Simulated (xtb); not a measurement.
methylsilane (CH₆Si), singlet, at a GFN2-xTB geometry. Base run: GFN2-xTB (xtb 6.7.1).

Here is a job for xtb.
```
$ xtb mol.xyz --gfn 2 --json

# file mol.xyz
8

C     -0.01298196     0.00392095    -1.25022897
Si     0.00669850    -0.00202315     0.64510011
H     -0.01147190    -1.00712268    -1.64830101
H     -0.89650587     0.50641306    -1.63436438
H      0.85673226     0.51618733    -1.65253877
H      0.00413621     1.37681588     1.13946736
H     -1.17977102    -0.70041180     1.14524608
H      1.21099302    -0.68708334     1.12046299
```

Variants of this job, named by their change:

| change | ΔE vs base (kcal/mol) | HOMO-LUMO gap (eV) | dipole (D) | G_solv (kcal/mol) | SCF cycles |
|---|---|---|---|---|---|
| base | 0.000 | 6.38 | 0.41 | - | 11 |
| etemp = 5000 | -0.051 | 6.39 | 0.42 | - | 11 |
| alpb = dmso | … | 6.38 | 0.57 | … | 12 |
| etemp = 1000 | 0.000 | 6.38 | 0.41 | - | 11 |
| acc = 1000 | 0.000 | 6.39 | 0.41 | - | 6 |
| etemp = 3000 | 0.000 | 6.38 | 0.41 | - | 11 |
| etemp = 10000 | -5.02 | 6.50 | 0.57 | - | 11 |
| gbsa = water | … | 6.38 | … | … | 12 |

Task: Some entries are withheld; supply them.

Result: 
- alpb = dmso, ΔE vs base (kcal/mol): -1.28
- alpb = dmso, G_solv (kcal/mol): -1.41
- gbsa = water, ΔE vs base (kcal/mol): 0.94
- gbsa = water, dipole (D): 0.52
- gbsa = water, G_solv (kcal/mol): 0.89

ALPB and GBSA are two models with their own fitted parameters for each solvent, which aren't always the measured dielectric constant.
